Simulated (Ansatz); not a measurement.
Ge₁₉AsH₃₆⁻. Total charge -1; singlet. Geometry PBE-D4/def2-SVP; atoms count from 1.

Cartesian coordinates in Å:
```
Ge -0.164 4.534 0.321
Ge 0.434 3.552 -3.556
As 2.590 1.717 -0.729
Ge 1.161 2.367 3.484
Ge -2.221 0.593 1.705
Ge -0.093 -0.810 4.977
Ge 2.204 0.017 -4.413
Ge -0.747 -0.243 -1.219
Ge 0.900 -3.369 -3.358
Ge 0.429 -1.490 0.498
Ge -2.633 -3.250 2.937
Ge -2.206 -4.198 -0.787
Ge 0.859 4.608 2.541
Ge 1.892 2.347 -5.102
Ge 1.468 3.825 -1.355
Ge -0.964 1.166 3.793
Ge -1.769 -2.586 5.127
Ge 0.211 -1.010 -3.413
Ge -0.831 -4.953 -2.663
Ge -0.955 -3.402 1.165
H -0.645 5.953 -0.125
H -1.384 3.578 0.295
H 0.102 4.964 -4.134
H -0.911 2.780 -3.440
H 3.368 2.422 0.399
H 3.730 1.990 -1.734
H 1.995 2.573 4.796
H 2.122 1.622 2.503
H -2.652 2.123 1.480
H -3.526 0.208 2.558
H 0.413 -0.538 6.434
H 1.114 -1.468 4.235
H 3.414 -0.053 -3.434
H 2.633 -0.784 -5.686
H -0.618 1.301 -1.164
H -2.235 -0.653 -1.377
H 2.114 -3.532 -2.398
H 1.400 -3.818 -4.770
H 0.916 -0.626 1.686
H 1.704 -2.141 -0.155
H -3.790 -2.324 2.480
H -3.224 -4.697 3.049
H -3.159 -3.081 -1.304
H -3.119 -5.395 -0.365
H 2.199 5.402 2.395
H -0.053 5.477 3.465
H 3.256 3.098 -5.203
H 1.267 2.376 -6.532
H 2.549 4.946 -1.513
H -1.600 1.987 4.982
H -2.981 -2.149 6.011
H -1.197 -3.878 5.800
H -0.859 -0.938 -4.559
H -1.750 -5.253 -3.890
H -0.165 -6.313 -2.281
H 0.010 -4.578 1.542
```

Single mean-field runs in def2-TZVP are fitted with def2-universal-jkfit.

Q: Estimate the Mulliken populations of the heavy atoms from the PBE0/def2-TZVP orbitals of Ansatz.

A: 
```json
{"atom": "Ge1", "charge (e)": "-0.02"}
{"atom": "Ge2", "charge (e)": "-0.04"}
{"atom": "As3", "charge (e)": "-0.23"}
{"atom": "Ge4", "charge (e)": "-0.06"}
{"atom": "Ge5", "charge (e)": "-0.30"}
{"atom": "Ge6", "charge (e)": "-0.07"}
{"atom": "Ge7", "charge (e)": "-0.07"}
{"atom": "Ge8", "charge (e)": "-0.10"}
{"atom": "Ge9", "charge (e)": "-0.06"}
{"atom": "Ge10", "charge (e)": "-0.07"}
{"atom": "Ge11", "charge (e)": "-0.05"}
{"atom": "Ge12", "charge (e)": "-0.06"}
{"atom": "Ge13", "charge (e)": "-0.03"}
{"atom": "Ge14", "charge (e)": "-0.02"}
{"atom": "Ge15", "charge (e)": "-0.02"}
{"atom": "Ge16", "charge (e)": "-0.03"}
{"atom": "Ge17", "charge (e)": "0.00"}
{"atom": "Ge18", "charge (e)": "-0.03"}
{"atom": "Ge19", "charge (e)": "-0.01"}
{"atom": "Ge20", "charge (e)": "0.00"}
```
Mulliken values and Mayer orders depend strongly on the basis.

Q: And the Mayer bond orders between bonded heavy atoms (over 0.3)?

A: Ge1–Ge13 0.86 (2.44 Å); Ge1–Ge15 0.85 (2.45 Å); Ge2–Ge14 0.86 (2.44 Å); Ge2–Ge15 0.86 (2.45 Å); As3–Ge15 0.95 (2.47 Å); Ge4–Ge13 0.87 (2.45 Å); Ge4–Ge16 0.85 (2.46 Å); Ge5–Ge16 0.92 (2.50 Å); Ge6–Ge16 0.85 (2.46 Å); Ge6–Ge17 0.87 (2.45 Å); Ge7–Ge14 0.87 (2.45 Å); Ge7–Ge18 0.85 (2.45 Å); Ge8–Ge10 0.86 (2.43 Å); Ge8–Ge18 0.80 (2.51 Å); Ge9–Ge18 0.86 (2.46 Å); Ge9–Ge19 0.87 (2.45 Å); Ge10–Ge20 0.86 (2.45 Å); Ge11–Ge17 0.87 (2.45 Å); Ge11–Ge20 0.85 (2.45 Å); Ge12–Ge19 0.86 (2.45 Å); Ge12–Ge20 0.86 (2.45 Å).
